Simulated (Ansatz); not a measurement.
Process, species as SMILES: Cl[Si]Cl (closed-shell singlet) → 2 Cl atom + Si atom
B3LYP-D3(BJ)/def2-TZVP geometries, fixed; electronic energies without zero-point terms.
Largest species:
```
Si
Cl 1 2.0938
Cl 1 2.0938 2 101.66
```

Energies in hartree at r2SCAN with Ansatz (a quantum-chemistry and plane-wave program); the atomisation energy is their sum with the coefficients shown, times 627.509 kcal/mol a hartree. All functions are spherical. Open shells are unrestricted. No added dispersion term, no relativity.

```
species                          coefficient    part  aug-cc-pV(D+d)Z  aug-cc-pV(T+d)Z  aug-cc-pV(Q+d)Z
-------------------------------  -----------  ------  ---------------  ---------------  ---------------
Cl[Si]Cl (closed-shell singlet)           -1  r2SCAN      -1209.88940      -1209.92734      -1209.93772
Cl atom                                   +2  r2SCAN       -460.11106       -460.12441       -460.12826
Si atom                                   +1  r2SCAN       -289.33964       -289.34653       -289.34862
```

Q: Predict the atomisation energy in aug-cc-pV(5+d)Z (X = 5): let each r2SCAN step shrink by the ratio of the last two. Compare with the run.

A: 
- Cl[Si]Cl (closed-shell singlet): steps -0.03794 and -0.01038, ratio 0.274, so r2SCAN -1209.94056 (run: -1209.94435).
- Cl atom: steps -0.01335 and -0.00385, ratio 0.288, so r2SCAN -460.12937 (run: -460.13055).
- Si atom: steps -0.00689 and -0.00209, ratio 0.303, so r2SCAN -289.34925 (run: -289.35059).
Predicted 208.69 kcal/mol; the run in aug-cc-pV(5+d)Z gives 208.75, a miss of -0.06. Keeping the value in aug-cc-pV(Q+d)Z, 208.70, would miss by -0.05. All sums are of the energies as printed.
